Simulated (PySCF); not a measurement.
Bond stretch in SMILES [CH3][GeH3] (CH6Ge). The Ge2–H8 bond (Ge2 also carries C, H, H; H8 carries nothing else) is pulled apart rigidly from the PBE0/def2-TZVP optimised geometry.

Levels: UHF/def2-TZVP (PySCF); RHF/def2-TZVP (PySCF); UKS-PBE0 = PySCF 2.14.0 with unrestricted PBE0/def2-TZVP; RKS-PBE0 = restricted PBE0/def2-TZVP in PySCF; UKS-PBE = PySCF with unrestricted PBE/def2-TZVP; RKS-PBE = PySCF with restricted PBE/def2-TZVP; UKS-B3LYP/6-31G* = unrestricted B3LYP/6-31G*, spherical d (PySCF); RKS-B3LYP/6-31G* = restricted B3LYP/6-31G*, spherical d (PySCF); UKS-B3LYP/3-21G = PySCF 2.14.0 with unrestricted B3LYP/3-21G; RKS-B3LYP/3-21G = restricted B3LYP/3-21G run with PySCF; UKS-LDA (SVWN5)/6-31G* = unrestricted LDA (SVWN5)/6-31G*, spherical d (PySCF); RKS-LDA (SVWN5)/6-31G* = restricted LDA (SVWN5)/6-31G*, spherical d (PySCF 2.14.0).

Scanned distances (Å): 1.17, 1.25, 1.32, 1.39, 1.44, 1.51, 1.54, 1.58, 1.64, 1.71, 1.80, 1.93, 2.09, 2.29, 2.53, 2.78, 3.04, 3.41, 3.81, 4.12, 4.59.

Where does the unrestricted solution first break spin symmetry (<S²> of 0.01 or more)?

UHF: between 2.09 and 2.29 Å; UKS-PBE0: between 2.53 and 2.78 Å; UKS-PBE: between 2.78 and 3.04 Å; UKS-B3LYP/6-31G*: between 2.53 and 2.78 Å; UKS-B3LYP/3-21G: between 2.53 and 2.78 Å; UKS-LDA (SVWN5)/6-31G*: between 2.78 and 3.04 Å.

```json
[
 {"R / Å": "1.17", "<S²> UHF": "0.00", "E(RHF) − E(UHF) / mEh": "0.0", "<S²> UKS-PBE0": "0.00", "E(RKS-PBE0) − E(UKS-PBE0) / mEh": "0.0", "<S²> UKS-PBE": "0.00", "E(RKS-PBE) − E(UKS-PBE) / mEh": "0.0", "<S²> UKS-B3LYP/6-31G*": "0.00", "E(RKS-B3LYP/6-31G*) − E(UKS-B3LYP/6-31G*) / mEh": "0.0", "<S²> UKS-B3LYP/3-21G": "0.00", "E(RKS-B3LYP/3-21G) − E(UKS-B3LYP/3-21G) / mEh": "0.0", "<S²> UKS-LDA (SVWN5)/6-31G*": "0.00", "E(RKS-LDA (SVWN5)/6-31G*) − E(UKS-LDA (SVWN5)/6-31G*) / mEh": "0.0"},
 {"R / Å": "1.25", "<S²> UHF": "0.00", "E(RHF) − E(UHF) / mEh": "0.0", "<S²> UKS-PBE0": "0.00", "E(RKS-PBE0) − E(UKS-PBE0) / mEh": "0.0", "<S²> UKS-PBE": "0.00", "E(RKS-PBE) − E(UKS-PBE) / mEh": "0.0", "<S²> UKS-B3LYP/6-31G*": "0.00", "E(RKS-B3LYP/6-31G*) − E(UKS-B3LYP/6-31G*) / mEh": "0.0", "<S²> UKS-B3LYP/3-21G": "0.00", "E(RKS-B3LYP/3-21G) − E(UKS-B3LYP/3-21G) / mEh": "0.0", "<S²> UKS-LDA (SVWN5)/6-31G*": "0.00", "E(RKS-LDA (SVWN5)/6-31G*) − E(UKS-LDA (SVWN5)/6-31G*) / mEh": "0.0"},
 {"R / Å": "1.32", "<S²> UHF": "0.00", "E(RHF) − E(UHF) / mEh": "0.0", "<S²> UKS-PBE0": "0.00", "E(RKS-PBE0) − E(UKS-PBE0) / mEh": "0.0", "<S²> UKS-PBE": "0.00", "E(RKS-PBE) − E(UKS-PBE) / mEh": "0.0", "<S²> UKS-B3LYP/6-31G*": "0.00", "E(RKS-B3LYP/6-31G*) − E(UKS-B3LYP/6-31G*) / mEh": "0.0", "<S²> UKS-B3LYP/3-21G": "0.00", "E(RKS-B3LYP/3-21G) − E(UKS-B3LYP/3-21G) / mEh": "0.0", "<S²> UKS-LDA (SVWN5)/6-31G*": "0.00", "E(RKS-LDA (SVWN5)/6-31G*) − E(UKS-LDA (SVWN5)/6-31G*) / mEh": "0.0"},
 {"R / Å": "1.39", "<S²> UHF": "0.00", "E(RHF) − E(UHF) / mEh": "0.0", "<S²> UKS-PBE0": "0.00", "E(RKS-PBE0) − E(UKS-PBE0) / mEh": "0.0", "<S²> UKS-PBE": "0.00", "E(RKS-PBE) − E(UKS-PBE) / mEh": "0.0", "<S²> UKS-B3LYP/6-31G*": "0.00", "E(RKS-B3LYP/6-31G*) − E(UKS-B3LYP/6-31G*) / mEh": "0.0", "<S²> UKS-B3LYP/3-21G": "0.00", "E(RKS-B3LYP/3-21G) − E(UKS-B3LYP/3-21G) / mEh": "0.0", "<S²> UKS-LDA (SVWN5)/6-31G*": "0.00", "E(RKS-LDA (SVWN5)/6-31G*) − E(UKS-LDA (SVWN5)/6-31G*) / mEh": "0.0"},
 {"R / Å": "1.44", "<S²> UHF": "0.00", "E(RHF) − E(UHF) / mEh": "0.0", "<S²> UKS-PBE0": "0.00", "E(RKS-PBE0) − E(UKS-PBE0) / mEh": "0.0", "<S²> UKS-PBE": "0.00", "E(RKS-PBE) − E(UKS-PBE) / mEh": "0.0", "<S²> UKS-B3LYP/6-31G*": "0.00", "E(RKS-B3LYP/6-31G*) − E(UKS-B3LYP/6-31G*) / mEh": "0.0", "<S²> UKS-B3LYP/3-21G": "0.00", "E(RKS-B3LYP/3-21G) − E(UKS-B3LYP/3-21G) / mEh": "0.0", "<S²> UKS-LDA (SVWN5)/6-31G*": "0.00", "E(RKS-LDA (SVWN5)/6-31G*) − E(UKS-LDA (SVWN5)/6-31G*) / mEh": "0.0"},
 {"R / Å": "1.51", "<S²> UHF": "0.00", "E(RHF) − E(UHF) / mEh": "0.0", "<S²> UKS-PBE0": "0.00", "E(RKS-PBE0) − E(UKS-PBE0) / mEh": "0.0", "<S²> UKS-PBE": "0.00", "E(RKS-PBE) − E(UKS-PBE) / mEh": "0.0", "<S²> UKS-B3LYP/6-31G*": "0.00", "E(RKS-B3LYP/6-31G*) − E(UKS-B3LYP/6-31G*) / mEh": "0.0", "<S²> UKS-B3LYP/3-21G": "0.00", "E(RKS-B3LYP/3-21G) − E(UKS-B3LYP/3-21G) / mEh": "0.0", "<S²> UKS-LDA (SVWN5)/6-31G*": "0.00", "E(RKS-LDA (SVWN5)/6-31G*) − E(UKS-LDA (SVWN5)/6-31G*) / mEh": "0.0"},
 {"R / Å": "1.54", "<S²> UHF": "0.00", "E(RHF) − E(UHF) / mEh": "0.0", "<S²> UKS-PBE0": "0.00", "E(RKS-PBE0) − E(UKS-PBE0) / mEh": "0.0", "<S²> UKS-PBE": "0.00", "E(RKS-PBE) − E(UKS-PBE) / mEh": "0.0", "<S²> UKS-B3LYP/6-31G*": "0.00", "E(RKS-B3LYP/6-31G*) − E(UKS-B3LYP/6-31G*) / mEh": "0.0", "<S²> UKS-B3LYP/3-21G": "0.00", "E(RKS-B3LYP/3-21G) − E(UKS-B3LYP/3-21G) / mEh": "0.0", "<S²> UKS-LDA (SVWN5)/6-31G*": "0.00", "E(RKS-LDA (SVWN5)/6-31G*) − E(UKS-LDA (SVWN5)/6-31G*) / mEh": "0.0"},
 {"R / Å": "1.58", "<S²> UHF": "0.00", "E(RHF) − E(UHF) / mEh": "0.0", "<S²> UKS-PBE0": "0.00", "E(RKS-PBE0) − E(UKS-PBE0) / mEh": "0.0", "<S²> UKS-PBE": "0.00", "E(RKS-PBE) − E(UKS-PBE) / mEh": "0.0", "<S²> UKS-B3LYP/6-31G*": "0.00", "E(RKS-B3LYP/6-31G*) − E(UKS-B3LYP/6-31G*) / mEh": "0.0", "<S²> UKS-B3LYP/3-21G": "0.00", "E(RKS-B3LYP/3-21G) − E(UKS-B3LYP/3-21G) / mEh": "0.0", "<S²> UKS-LDA (SVWN5)/6-31G*": "0.00", "E(RKS-LDA (SVWN5)/6-31G*) − E(UKS-LDA (SVWN5)/6-31G*) / mEh": "0.0"},
 {"R / Å": "1.64", "<S²> UHF": "0.00", "E(RHF) − E(UHF) / mEh": "0.0", "<S²> UKS-PBE0": "0.00", "E(RKS-PBE0) − E(UKS-PBE0) / mEh": "0.0", "<S²> UKS-PBE": "0.00", "E(RKS-PBE) − E(UKS-PBE) / mEh": "0.0", "<S²> UKS-B3LYP/6-31G*": "0.00", "E(RKS-B3LYP/6-31G*) − E(UKS-B3LYP/6-31G*) / mEh": "0.0", "<S²> UKS-B3LYP/3-21G": "0.00", "E(RKS-B3LYP/3-21G) − E(UKS-B3LYP/3-21G) / mEh": "0.0", "<S²> UKS-LDA (SVWN5)/6-31G*": "0.00", "E(RKS-LDA (SVWN5)/6-31G*) − E(UKS-LDA (SVWN5)/6-31G*) / mEh": "0.0"},
 {"R / Å": "1.71", "<S²> UHF": "0.00", "E(RHF) − E(UHF) / mEh": "0.0", "<S²> UKS-PBE0": "0.00", "E(RKS-PBE0) − E(UKS-PBE0) / mEh": "0.0", "<S²> UKS-PBE": "0.00", "E(RKS-PBE) − E(UKS-PBE) / mEh": "0.0", "<S²> UKS-B3LYP/6-31G*": "0.00", "E(RKS-B3LYP/6-31G*) − E(UKS-B3LYP/6-31G*) / mEh": "0.0", "<S²> UKS-B3LYP/3-21G": "0.00", "E(RKS-B3LYP/3-21G) − E(UKS-B3LYP/3-21G) / mEh": "0.0", "<S²> UKS-LDA (SVWN5)/6-31G*": "0.00", "E(RKS-LDA (SVWN5)/6-31G*) − E(UKS-LDA (SVWN5)/6-31G*) / mEh": "0.0"},
 {"R / Å": "1.80", "<S²> UHF": "0.00", "E(RHF) − E(UHF) / mEh": "0.0", "<S²> UKS-PBE0": "0.00", "E(RKS-PBE0) − E(UKS-PBE0) / mEh": "0.0", "<S²> UKS-PBE": "0.00", "E(RKS-PBE) − E(UKS-PBE) / mEh": "0.0", "<S²> UKS-B3LYP/6-31G*": "0.00", "E(RKS-B3LYP/6-31G*) − E(UKS-B3LYP/6-31G*) / mEh": "0.0", "<S²> UKS-B3LYP/3-21G": "0.00", "E(RKS-B3LYP/3-21G) − E(UKS-B3LYP/3-21G) / mEh": "0.0", "<S²> UKS-LDA (SVWN5)/6-31G*": "0.00", "E(RKS-LDA (SVWN5)/6-31G*) − E(UKS-LDA (SVWN5)/6-31G*) / mEh": "0.0"},
 {"R / Å": "1.93", "<S²> UHF": "0.00", "E(RHF) − E(UHF) / mEh": "0.0", "<S²> UKS-PBE0": "0.00", "E(RKS-PBE0) − E(UKS-PBE0) / mEh": "0.0", "<S²> UKS-PBE": "0.00", "E(RKS-PBE) − E(UKS-PBE) / mEh": "0.0", "<S²> UKS-B3LYP/6-31G*": "0.00", "E(RKS-B3LYP/6-31G*) − E(UKS-B3LYP/6-31G*) / mEh": "0.0", "<S²> UKS-B3LYP/3-21G": "0.00", "E(RKS-B3LYP/3-21G) − E(UKS-B3LYP/3-21G) / mEh": "0.0", "<S²> UKS-LDA (SVWN5)/6-31G*": "0.00", "E(RKS-LDA (SVWN5)/6-31G*) − E(UKS-LDA (SVWN5)/6-31G*) / mEh": "0.0"},
 {"R / Å": "2.09", "<S²> UHF": "0.00", "E(RHF) − E(UHF) / mEh": "0.0", "<S²> UKS-PBE0": "0.00", "E(RKS-PBE0) − E(UKS-PBE0) / mEh": "0.0", "<S²> UKS-PBE": "0.00", "E(RKS-PBE) − E(UKS-PBE) / mEh": "0.0", "<S²> UKS-B3LYP/6-31G*": "0.00", "E(RKS-B3LYP/6-31G*) − E(UKS-B3LYP/6-31G*) / mEh": "0.0", "<S²> UKS-B3LYP/3-21G": "0.00", "E(RKS-B3LYP/3-21G) − E(UKS-B3LYP/3-21G) / mEh": "0.0", "<S²> UKS-LDA (SVWN5)/6-31G*": "0.00", "E(RKS-LDA (SVWN5)/6-31G*) − E(UKS-LDA (SVWN5)/6-31G*) / mEh": "0.0"},
 {"R / Å": "2.29", "<S²> UHF": "0.21", "E(RHF) − E(UHF) / mEh": "1.2", "<S²> UKS-PBE0": "0.00", "E(RKS-PBE0) − E(UKS-PBE0) / mEh": "0.0", "<S²> UKS-PBE": "0.00", "E(RKS-PBE) − E(UKS-PBE) / mEh": "0.0", "<S²> UKS-B3LYP/6-31G*": "0.00", "E(RKS-B3LYP/6-31G*) − E(UKS-B3LYP/6-31G*) / mEh": "0.0", "<S²> UKS-B3LYP/3-21G": "0.00", "E(RKS-B3LYP/3-21G) − E(UKS-B3LYP/3-21G) / mEh": "0.0", "<S²> UKS-LDA (SVWN5)/6-31G*": "0.00", "E(RKS-LDA (SVWN5)/6-31G*) − E(UKS-LDA (SVWN5)/6-31G*) / mEh": "0.0"},
 {"R / Å": "2.53", "<S²> UHF": "0.57", "E(RHF) − E(UHF) / mEh": "12.9", "<S²> UKS-PBE0": "0.00", "E(RKS-PBE0) − E(UKS-PBE0) / mEh": "0.0", "<S²> UKS-PBE": "0.00", "E(RKS-PBE) − E(UKS-PBE) / mEh": "0.0", "<S²> UKS-B3LYP/6-31G*": "0.00", "E(RKS-B3LYP/6-31G*) − E(UKS-B3LYP/6-31G*) / mEh": "0.0", "<S²> UKS-B3LYP/3-21G": "0.00", "E(RKS-B3LYP/3-21G) − E(UKS-B3LYP/3-21G) / mEh": "0.0", "<S²> UKS-LDA (SVWN5)/6-31G*": "0.00", "E(RKS-LDA (SVWN5)/6-31G*) − E(UKS-LDA (SVWN5)/6-31G*) / mEh": "0.0"},
 {"R / Å": "2.78", "<S²> UHF": "0.77", "E(RHF) − E(UHF) / mEh": "31.1", "<S²> UKS-PBE0": "0.41", "E(RKS-PBE0) − E(UKS-PBE0) / mEh": "3.2", "<S²> UKS-PBE": "0.00", "E(RKS-PBE) − E(UKS-PBE) / mEh": "0.0", "<S²> UKS-B3LYP/6-31G*": "0.30", "E(RKS-B3LYP/6-31G*) − E(UKS-B3LYP/6-31G*) / mEh": "1.9", "<S²> UKS-B3LYP/3-21G": "0.27", "E(RKS-B3LYP/3-21G) − E(UKS-B3LYP/3-21G) / mEh": "1.5", "<S²> UKS-LDA (SVWN5)/6-31G*": "0.00", "E(RKS-LDA (SVWN5)/6-31G*) − E(UKS-LDA (SVWN5)/6-31G*) / mEh": "0.0"},
 {"R / Å": "3.04", "<S²> UHF": "0.88", "E(RHF) − E(UHF) / mEh": "51.4", "<S²> UKS-PBE0": "0.70", "E(RKS-PBE0) − E(UKS-PBE0) / mEh": "12.3", "<S²> UKS-PBE": "0.48", "E(RKS-PBE) − E(UKS-PBE) / mEh": "3.1", "<S²> UKS-B3LYP/6-31G*": "0.60", "E(RKS-B3LYP/6-31G*) − E(UKS-B3LYP/6-31G*) / mEh": "8.9", "<S²> UKS-B3LYP/3-21G": "0.58", "E(RKS-B3LYP/3-21G) − E(UKS-B3LYP/3-21G) / mEh": "8.4", "<S²> UKS-LDA (SVWN5)/6-31G*": "0.26", "E(RKS-LDA (SVWN5)/6-31G*) − E(UKS-LDA (SVWN5)/6-31G*) / mEh": "0.8"},
 {"R / Å": "3.41", "<S²> UHF": "0.96", "E(RHF) − E(UHF) / mEh": "78.4", "<S²> UKS-PBE0": "0.90", "E(RKS-PBE0) − E(UKS-PBE0) / mEh": "27.8", "<S²> UKS-PBE": "0.81", "E(RKS-PBE) − E(UKS-PBE) / mEh": "12.8", "<S²> UKS-B3LYP/6-31G*": "0.83", "E(RKS-B3LYP/6-31G*) − E(UKS-B3LYP/6-31G*) / mEh": "21.7", "<S²> UKS-B3LYP/3-21G": "0.83", "E(RKS-B3LYP/3-21G) − E(UKS-B3LYP/3-21G) / mEh": "21.7", "<S²> UKS-LDA (SVWN5)/6-31G*": "0.68", "E(RKS-LDA (SVWN5)/6-31G*) − E(UKS-LDA (SVWN5)/6-31G*) / mEh": "7.7"},
 {"R / Å": "3.81", "<S²> UHF": "0.99", "E(RHF) − E(UHF) / mEh": "103.1", "<S²> UKS-PBE0": "0.97", "E(RKS-PBE0) − E(UKS-PBE0) / mEh": "42.9", "<S²> UKS-PBE": "0.95", "E(RKS-PBE) − E(UKS-PBE) / mEh": "23.6", "<S²> UKS-B3LYP/6-31G*": "0.94", "E(RKS-B3LYP/6-31G*) − E(UKS-B3LYP/6-31G*) / mEh": "34.8", "<S²> UKS-B3LYP/3-21G": "0.94", "E(RKS-B3LYP/3-21G) − E(UKS-B3LYP/3-21G) / mEh": "35.7", "<S²> UKS-LDA (SVWN5)/6-31G*": "0.87", "E(RKS-LDA (SVWN5)/6-31G*) − E(UKS-LDA (SVWN5)/6-31G*) / mEh": "17.0"},
 {"R / Å": "4.12", "<S²> UHF": "1.00", "E(RHF) − E(UHF) / mEh": "118.9", "<S²> UKS-PBE0": "0.99", "E(RKS-PBE0) − E(UKS-PBE0) / mEh": "52.3", "<S²> UKS-PBE": "0.98", "E(RKS-PBE) − E(UKS-PBE) / mEh": "30.4", "<S²> UKS-B3LYP/6-31G*": "0.98", "E(RKS-B3LYP/6-31G*) − E(UKS-B3LYP/6-31G*) / mEh": "43.3", "<S²> UKS-B3LYP/3-21G": "0.98", "E(RKS-B3LYP/3-21G) − E(UKS-B3LYP/3-21G) / mEh": "44.8", "<S²> UKS-LDA (SVWN5)/6-31G*": "0.94", "E(RKS-LDA (SVWN5)/6-31G*) − E(UKS-LDA (SVWN5)/6-31G*) / mEh": "23.3"},
 {"R / Å": "4.59", "<S²> UHF": "1.00", "E(RHF) − E(UHF) / mEh": "138.1", "<S²> UKS-PBE0": "1.00", "E(RKS-PBE0) − E(UKS-PBE0) / mEh": "62.7", "<S²> UKS-PBE": "1.00", "E(RKS-PBE) − E(UKS-PBE) / mEh": "37.8", "<S²> UKS-B3LYP/6-31G*": "0.00", "E(RKS-B3LYP/6-31G*) − E(UKS-B3LYP/6-31G*) / mEh": "—", "<S²> UKS-B3LYP/3-21G": "0.99", "E(RKS-B3LYP/3-21G) − E(UKS-B3LYP/3-21G) / mEh": "55.2", "<S²> UKS-LDA (SVWN5)/6-31G*": "0.00", "E(RKS-LDA (SVWN5)/6-31G*) − E(UKS-LDA (SVWN5)/6-31G*) / mEh": "—"}
]
```

Dashes: no converged value, or the column stops at the first point that the program doubted or that broke a chosen test of continuity, which isn't proof of a fault.
